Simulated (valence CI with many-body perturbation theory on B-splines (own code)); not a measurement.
**E1 line list for Zr²⁶⁺**

Method: configuration interaction combined with many-body perturbation theory (CI+MBPT): four valence electrons over a frozen Dirac-Fock core [Ne], radial functions for each j: 11 s, 11 p, 10 d, 8 f, 5 g, 2 h, with the one-electron correlation potential Σ1 (screened to all orders), the two-electron term Σ2, the three-electron term Σ3, Breit, model QED; selected single and double excitations, second order for the rest, scaled by the run's own slope (own B-spline code, finite nucleus).

The last digits are not significant, and no measured levels were compared; by estimate large intervals hold to a few tenths of a per cent, small ones and those within an open d or f shell to about a per cent. Among the levels kept, up to 700 cm⁻¹ of a level comes from second order outside the variational space, and about a tenth of that is noise between levels of different J, which matters for small intervals.

Lines 201 to 250 of 551 in falling wavelength, among levels below 2693800 cm⁻¹, chosen from the strongest by gf and those to the six lowest levels. Wavelengths and rates use the calculated energies. Electric multipoles are in the length gauge, E1 and E2 with the static RPA response of the core. Weak lines are less certain than strong ones. Lines between different terms over intervals too small for the method are left out, as are lines whose strength nearly cancels. Where a level lies close to another of its J and parity, the split of strength between their lines is uncertain. The highest levels of a list are the least certain.

Names give the largest LS component (configuration and term), which can be under half, so a name can repeat, a term be missing and a line seem to break the LS rules; names also repeat where a configuration has a term twice. Letters in brackets count levels of one name in rising energy.

| λ vac (Å) | Upper | Lower | A (s⁻¹) | log gf | Branch % |
| --- | --- | --- | --- | --- | --- |
| 117.3 | 3s 3p2 3d 3P_1 [b] | 3s2 3p 3d 3P°_2 [b] | 4.92e+10 | -0.52 | 18.2 |
| 117.3 | 3s2 3p 3d 3F°_3 | 3s2 3p2 3P_2 | 1.29e+10 | -0.73 | 98.6 |
| 117.2 | 3s 3p 3d2 5D°_4 [b] | 3s 3p2 3d 1G_4 | 7.87e+09 | -0.84 | 6.4 |
| 117.0 | 3s 3p2 3d 1D_2 [d] | 3s2 3p 3d 1F°_3 | 3.58e+10 | -0.43 | 12.3 |
| 117.0 | 3s 3p 3d2 3F°_4 | 3s 3p2 3d 3G_5 | 1.06e+10 | -0.71 | 9.3 |
| 116.9 | 3s 3p2 3d 5F_3 [a] | 3s 3p3 5S°_2 | 6.40e+09 | -1.04 | 84.0 |
| 116.9 | 3s 3p 3d2 5D°_4 [a] | 3s 3p2 3d 5D_3 | 1.14e+10 | -0.68 | 9.6 |
| 116.8 | 3s2 3d2 1D_2 | 3s2 3p 3d 1P°_1 | 8.05e+10 | -0.08 | 32.5 |
| 116.8 | 3s 3p2 3d 1D_2 [c] | 3s2 3p 3d 3D°_2 | 1.25e+10 | -0.89 | 7.2 |
| 116.2 | 3s 3p 3d2 5D°_4 [c] | 3s 3p2 3d 3F_3 [b] | 1.68e+10 | -0.51 | 10.8 |
| 116.2 | 3s 3p 3d2 5G°_5 | 3s 3p2 3d 5F_5 | 5.80e+09 | -0.89 | 14.5 |
| 116.1 | 3s 3p2 3d 3D_2 [c] | 3s2 3p 3d 3F°_3 | 4.67e+10 | -0.33 | 32.2 |
| 115.9 | 3s 3p 3d2 5F°_3 | 3s 3p2 3d 5P_2 [a] | 9.05e+09 | -0.89 | 7.3 |
| 115.9 | 3p3 3d 3D°_2 [b] | 3s 3p2 3d 3D_1 [a] | 1.61e+10 | -0.79 | 11.0 |
| 115.9 | 3s2 3d2 3F_2 | 3s2 3p 3d 3P°_1 | 2.75e+10 | -0.56 | 10.8 |
| 115.4 | 3s 3p2 3d 1D_2 [a] | 3s2 3p 3d 3P°_2 [a] | 2.63e+10 | -0.58 | 18.7 |
| 115.2 | 3s 3p 3d2 5G°_4 | 3s 3p2 3d 5F_3 [b] | 1.14e+10 | -0.69 | 29.4 |
| 115.2 | 3s 3p2 3d 3D_3 [e] | 3s2 3p 3d 3F°_4 | 2.62e+10 | -0.44 | 14.6 |
| 115.1 | 3s 3p 3d2 3D°_3 | 3s 3p2 3d 3D_2 [b] | 1.56e+10 | -0.66 | 10.9 |
| 114.9 | 3s 3p2 3d 1F_3 [b] | 3s2 3p 3d 3P°_2 [b] | 7.94e+10 | 0.04 | 33.8 |
| 114.9 | 3s 3p3 3S°_1 | 3s2 3p2 3P_1 | 2.96e+10 | -0.75 | 18.5 |
| 114.8 | 3s 3p 3d2 3G°_3 [c] | 3s 3p2 3d 3F_3 [b] | 1.16e+10 | -0.79 | 8.4 |
| 114.7 | 3s 3p2 3d 3P_1 [b] | 3s2 3p 3d 3P°_1 | 1.80e+10 | -0.97 | 6.6 |
| 114.6 | 3s 3p 3d2 3G°_3 [c] | 3s 3p2 3d 1G_4 | 1.45e+10 | -0.70 | 10.4 |
| 114.5 | 3s2 3d2 1G_4 | 3s2 3p 3d 1F°_3 | 1.34e+11 | 0.37 | 88.0 |
| 114.4 | 3s2 3p 3d 3D°_2 | 3s2 3p2 1D_2 | 9.36e+09 | -1.04 | 5.0 |
| 114.4 | 3s 3p 3d2 3S°_1 | 3s 3p2 3d 3D_1 [d] | 1.99e+10 | -0.93 | 9.3 |
| 114.2 | 3s 3p 3d2 3P°_2 | 3s 3p2 3d 3D_3 [b] | 1.85e+10 | -0.74 | 7.7 |
| 114.2 | 3s 3p2 3d 3D_2 [c] | 3s 3p3 3S°_1 | 2.27e+10 | -0.65 | 15.7 |
| 113.7 | 3s 3p3 3P°_2 | 3s2 3p2 3P_1 | 1.01e+10 | -1.01 | 55.4 |
| 113.6 | 3s 3p 3d2 5G°_5 | 3s 3p2 3d 5D_4 | 8.53e+09 | -0.74 | 21.3 |
| 113.6 | 3s 3p 3d2 5D°_4 [c] | 3s 3p2 3d 3D_3 [a] | 8.46e+09 | -0.83 | 5.5 |
| 113.6 | 3s 3p2 3d 3F_2 [c] | 3s2 3p 3d 3F°_2 | 5.24e+10 | -0.30 | 33.6 |
| 113.2 | 3p3 3d 5D°_3 | 3s 3p2 3d 5F_3 [a] | 1.24e+10 | -0.78 | 16.4 |
| 113.1 | 3s 3p 3d2 3D°_2 [b] | 3s 3p2 3d 3D_2 [a] | 2.87e+10 | -0.56 | 16.0 |
| 113.1 | 3s 3p2 3d 3P_0 [e] | 3s2 3p 3d 3P°_1 | 7.73e+10 | -0.83 | 25.4 |
| 113.0 | 3s 3p2 3d 5P_2 [a] | 3s 3p3 3D°_2 | 2.19e+10 | -0.68 | 20.5 |
| 112.9 | 3s2 3p 3d 3D°_3 | 3s2 3p2 1D_2 | 1.51e+10 | -0.69 | 10.0 |
| 112.7 | 3s 3p2 3d 5P_2 [b] | 3s 3p3 3D°_2 | 1.52e+10 | -0.84 | 11.7 |
| 112.7 | 3s 3p 3d2 5D°_4 [a] | 3s 3p2 3d 3F_3 [a] | 2.08e+10 | -0.45 | 17.5 |
| 112.7 | 3s 3p 3d2 3F°_4 | 3s 3p2 3d 1G_4 | 7.31e+09 | -0.90 | 6.4 |
| 112.6 | 3s 3p 3d2 3P°_2 | 3s 3p2 3d 3D_1 [d] | 2.71e+10 | -0.59 | 11.3 |
| 112.6 | 3p3 3d 1F°_3 | 3s 3p2 3d 1G_4 | 2.58e+10 | -0.46 | 19.8 |
| 112.4 | 3s 3p2 3d 1D_2 [e] | 3s2 3p 3d 1F°_3 | 8.60e+10 | -0.09 | 31.4 |
| 112.4 | 3s 3p 3d2 3G°_4 | 3s 3p2 3d 3F_3 [b] | 9.77e+09 | -0.78 | 8.8 |
| 112.4 | 3s 3p 3d2 5D°_3 [b] | 3s 3p2 3d 5D_3 | 1.29e+10 | -0.77 | 15.2 |
| 112.3 | 3s 3p 3d2 3S°_1 | 3s 3p2 3d 3P_0 [b] | 1.73e+10 | -1.01 | 8.1 |
| 112.3 | 3s 3p2 3d 1D_2 [c] | 3s 3p3 1P°_1 | 2.96e+10 | -0.55 | 16.9 |
| 112.2 | 3s 3p2 3d 1F_3 [a] | 3s2 3p 3d 3D°_3 | 1.83e+10 | -0.62 | 7.0 |
| 112.2 | 3s 3p2 3d 3F_2 [b] | 3s 3p3 3D°_3 | 2.03e+10 | -0.72 | 22.7 |

(1) How does gf follow from A for the line at 114.6 Å?

Results:

(1) gf = 1.4992 × (2J+1)_upper × A / σ², with σ = 872605 cm⁻¹ and 2J+1 = 7: gf = 0.200.
